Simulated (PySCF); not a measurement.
Species: C4H8OSi.
Geometry (GFN2-xTB, Å), atoms numbered from 1 in this order:
```xyz
14
C4H8OSi angstrom
C      3.1048    0.2459    0.2342
C      1.7624   -0.2489    0.0201
C      0.6467   -0.6699   -0.1575
Si    -1.0775   -1.2841   -0.4397
O     -2.1258   -0.0687   -0.6997
C     -2.4330    1.0159    0.1149
H      3.5909   -0.3254    1.0251
H      3.0762    1.2966    0.5233
H      3.6877    0.1478   -0.6816
H     -1.2246   -1.9819   -1.7086
H     -1.4441   -2.0596    0.7543
H     -2.8759    0.6844    1.0585
H     -1.5376    1.6023    0.3382
H     -3.1510    1.6451   -0.4136
```

Level of theory: TDDFT PBE0/def2-SVPD, vertical, gas phase, core orbitals frozen in the response (PySCF 2.14.0, density-fitted response routines).

Kohn–Sham orbitals with the atoms that hold most of them (Löwdin shares over 4%, at most four atoms; ? is withheld):

```tsv
orbital	ε (eV)	atoms
HOMO-3	-8.79	O5 48%, C6 15%, Si4 8%, H14 7%
HOMO-2	-8.19	O5 50%, C6 13%, Si4 9%, H12 7%
HOMO-1	-7.87	C3 38%, C2 36%, O5 8%, C1 7%
HOMO	-7.71	?
LUMO	?	?
LUMO+1	0.51	C2 26%, C3 26%, Si4 20%, C1 9%
LUMO+2	0.58	C1 25%, C2 18%, Si4 12%, C3 9%
```

Task: Which atoms hold the LUMO, and with what shares?

Result: Si4 (bonded to C, O and 2 H) 26%; C3 (bonded to C and Si) 19%; C2 (bonded to 2 C) 19%; O5 (bonded to C and Si) 7%. By element: carbon 38% or more, silicon 26%, oxygen 7%.

Task: Which atoms hold the HOMO, and with what shares?

Result: C3 (bonded to C and Si) 36%; C2 (bonded to 2 C) 34%; Si4 (bonded to C, O and 2 H) 7%; C1 (bonded to C and 3 H) 7%. By element: carbon 77% or more, silicon 7%.

Task: What is the LUMO energy, and the HOMO–LUMO gap?

Result: ε(LUMO) = -0.17 eV; the gap is 7.54 eV (0.2771 hartree).

Task: The HOMO–LUMO gap is 7.54 eV. Where does the response calculation put the lowest singlet, and from which orbitals?

Result: S1 is at 5.79 eV (f = 0.0004), 1.75 eV below the gap, made of HOMO→LUMO (91%). 

Task: One configuration dominates each of S1, S3 and S4. Which, and how do the shares of the two leading atoms of either orbital change from the occupied to the empty one?

Result: 
- S1 (5.79 eV, f 0.0004), HOMO→LUMO (91%): C3 36% → 19%, C2 34% → 19%, Si4 7% → 26%
- S3 (6.44 eV, f 0.0006), HOMO-1→LUMO+1 (91%): C3 38% → 26%, C2 36% → 26%
- S4 (6.66 eV, f 0.0016), HOMO-2→LUMO (94%): O5 50% → 7%, C6 13% → at most 7%, Si4 9% → 26%, C3 at most 7% → 19%

One conformer stands for the species.
